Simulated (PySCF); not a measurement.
Spectrum to structure. Method used: TDDFT CAM-B3LYP/def2-SVPD, vertical, gas phase, core orbitals frozen in the response in PySCF. Geometries: PBE0-D3(BJ)/def2-SVP, one conformer each.

```csv
state,E (eV),f,"main configurations (H = HOMO, L = LUMO)"
S1,4.23,0.0097,H→L (94%)
S2,5.66,0.0061,"H-1→L (50%), H-3→L (36%), H→L+1 (8%)"
S3,6.08,0.101,"H→L+1 (73%), H-3→L (20%)"
S4,6.18,0.010,H→L+2 (74%)
S5,6.42,0.130,"H-2→L (80%), H→L+2 (8%)"
S6,6.46,0.050,"H-1→L (35%), H-3→L (33%), H→L+1 (12%)"
S7,6.89,0.0032,"H→L+3 (55%), H-4→L (15%), H-1→L+1 (12%)"
S8,7.08,0.0006,"H-1→L+1 (62%), H→L+3 (17%)"
S9,7.14,0.014,"H→L+4 (44%), H→L+5 (29%), H→L+6 (8%)"
S10,7.27,0.063,H-2→L+1 (86%)
```

Triplets computed (Tamm–Dancoff): 3.61, 4.34, 5.10, 5.58 eV.

Question: Which structure fits?
A. `ClC[SiH]1[SiH2][SiH2][SiH2]1`
B. `C=C(Cl)CC`
C. `C#CCB(Cl)Cl`
D. `C1(Cl)=C(C1B)Cl`

Answer: D. Its S1, at 4.23 eV, is the lowest among the candidates; the nearest of the others has S1 at 5.10 eV. S1 is HOMO→LUMO (94%). Löwdin shares by element: HOMO carbon 45% or more, chlorine 31% (atoms not listed hold the other 24%); LUMO boron 44%, hydrogen 17% or more, carbon 14% or more (atoms not listed hold the other 25%). At the same level the other candidates give, for their lowest levels:
- `ClC[SiH]1[SiH2][SiH2][SiH2]1`: 5.10 eV (f 0.002); 5.72 eV (f 0.007); 5.76 eV (f 0.001); 6.13 eV (f 0.000); 6.28 eV (f 0.032); T1 4.78 eV; HOMO -8.57, LUMO -0.03 eV
- `C#CCB(Cl)Cl`: 5.48 eV (f 0.044); 5.67 eV (f 0.001); 6.12 eV (f 0.000); 6.57 eV (f 0.000); 6.65 eV (f 0.006); T1 4.82 eV; HOMO -9.26, LUMO -0.50 eV
- `C=C(Cl)CC`: 6.66 eV (f 0.048); 6.74 eV (f 0.253); 7.15 eV (f 0.013); 7.44 eV (f 0.000); 8.00 eV (f 0.008); T1 4.13 eV; HOMO -8.66, LUMO 0.88 eV
